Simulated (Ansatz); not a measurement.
Consider the formal exchange of groups at a C–C bond: `CC(C)CCS` + `[AlH3]` → `CC(C)[CH2][AlH2]` + CH₃SH.

Gas-phase electronic energies from Ansatz, PBE0-D4/def2-TZVP geometries. CCSD(T)/CBS adds triple-zeta CCSD(T) − MP2 to the extrapolated MP2 energy (def2 sets, frozen cores). This one scheme is used for every species. DFT in def2-TZVPP. One conformer a species, not always the lowest.

`CC(C)CCS`:

Cartesian coordinates in Å:
```
C -1.318 -1.410 -0.665
C -0.530 -0.394 0.148
C -1.402 0.795 0.520
C 0.720 0.027 -0.618
C 1.648 0.996 0.095
S 2.294 0.415 1.687
H -2.193 -1.764 -0.114
H -1.674 -0.969 -1.602
H -0.707 -2.280 -0.918
H -0.201 -0.876 1.076
H -2.314 0.464 1.022
H -0.892 1.484 1.197
H -1.700 1.356 -0.373
H 0.415 0.494 -1.565
H 1.289 -0.869 -0.892
H 2.489 1.263 -0.548
H 1.133 1.927 0.339
H 2.944 -0.660 1.211
```

`[AlH3]`:

```xyz
4

Al    0.000    0.000    0.000
H     1.270    0.005   -0.950
H    -1.298   -0.811   -0.415
H     0.028    0.807    1.365
```

`CC(C)[CH2][AlH2]`:

Z-matrix (Å, degrees):
```
C
C 1 1.523
H 1 1.096 2 111.6
H 1 1.093 2 111.7 3 120.0
H 1 1.095 2 110.6 3 -120.1
C 2 1.523 1 110.6 3 -175.4
C 2 1.530 1 110.6 3 60.1
H 2 1.098 1 107.5 3 -58.0
H 6 1.094 2 111.6 1 57.7
H 6 1.093 2 111.2 1 178.3
H 6 1.095 2 110.5 1 -62.2
Al 7 1.959 2 115.7 1 -61.4
H 7 1.101 2 110.0 1 177.0
H 7 1.099 2 109.7 1 62.6
H 12 1.591 7 120.8 2 159.8
H 12 1.593 7 120.2 2 -22.2
```

CH₃SH:

```xyz
6

C    -0.488    0.037   -0.044
S     1.191    0.669    0.162
H    -0.605   -0.484   -0.993
H    -1.143    0.908   -0.043
H    -0.774   -0.613    0.782
H     1.819   -0.516    0.136
```

CCSD(T)/CBS gives -0.26 eV.

(1) Another level gave -0.31 eV. Which?
A. revPBE/def2-TZVPP
B. PBE-D4/def2-TZVPP
C. PBE/def2-TZVPP
D. revPBE-D4/def2-TZVPP

Largest T1 diagnostic among the species: 0.009.

Answers

(1) B. PBE-D4 -0.31, PBE -0.36, revPBE-D4 -0.27, revPBE -0.40 eV.

The D4 term adds +0.07 eV with B3LYP and +0.04 eV with PBE0; it sums over pairs of atoms, weighted by their polarisabilities, and B3LYP, whose exchange is more repulsive, gets the larger term. At CCSD(T), def2-SVP lies +0.16 eV from the extrapolated value and def2-TZVPP +0.02 eV.

B3LYP here is the variant with VWN-RPA as its local correlation; programs differ in this.
